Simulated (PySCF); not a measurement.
Ionisation energy of Pd⁺ by level of theory

Pd⁺ [Kr] 4d9 (2D) → Pd²⁺ [Kr] 4d8 (3F), as a difference of total energies. Computed with PySCF 2.14 in ANO-RCC-VTZP (7s6p4d2f1g, 68 functions), with the spin-free X2C one-electron Hamiltonian (Gaussian nucleus). Correlated levels: valence: [Kr] frozen. The calculations carry no spin-orbit coupling.

```tsv
method	ionisation energy (eV)
UHF	17.440
MP2 (valence)	19.445
SCS-MP2 (valence)	19.300
CCSD (valence)	19.125
CCSD(T) (valence)	19.241
```

A first-order spin-orbit estimate (lowest level to lowest level, LS coupling) adds -0.118 eV.

Errors of the correlated levels include the incompleteness of this basis and the frozen core.

Task: Which method comes closest to the reference value, and which is furthest?

Result: The reference is 19.43 ± 0.12 eV (semi-empirical (NIST evaluation); NIST Atomic Spectra Database, ionization energies). Closest: MP2 (valence) (error -0.102 eV); furthest: UHF (error -2.107 eV), both after the spin-orbit estimate.
